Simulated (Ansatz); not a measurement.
Reaction (hydrogenolysis of a C–O bond): `O[CH](F)[GeH3]` + H₂ → `F[CH2][GeH3]` + H₂O

Computed with Ansatz on PBE0-D4/def2-TZVP structures; ΔE is electronic, products minus reactants. CBS: MP2 limit from def2 TZ/QZ plus the TZ coupled-cluster correction, frozen cores. This one scheme is used for every species. DFT in def2-TZVPP. For Ge outer-core shells are correlated without core-valence functions, which leaves a few kJ/mol of doubt a bond. Scalar relativity is left out up to krypton. One conformer a species, not always the lowest.

CCSD(T)/CBS gives -17.9 kcal/mol.

(1) Another level gave -17.0 kcal/mol. Which?
A. LC-ωPBE/def2-TZVPP
B. ωB97M-V/def2-TZVPP
C. BHLYP/def2-TZVPP
D. revPBE-D4/def2-TZVPP

Largest T1 diagnostic among the species: 0.012.

Answers

(1) A. LC-ωPBE -17.0, ωB97M-V -15.9, BHLYP -18.2, revPBE-D4 -14.1 kcal/mol.

At CCSD(T), def2-SVP lies +4.9 kcal/mol from the extrapolated value and def2-TZVPP +0.9 kcal/mol. The D4 term adds +1.2 kcal/mol with B3LYP and +0.6 kcal/mol with PBE0; it sums over pairs of atoms, weighted by their polarisabilities, and B3LYP, whose exchange is more repulsive, gets the larger term.

CCSD(T)/CBS has its own doubt, a few kJ/mol and more with outer-core shells, so smaller differences from it don't rank the levels.

B3LYP here is the variant with VWN-RPA as its local correlation; programs differ in this.
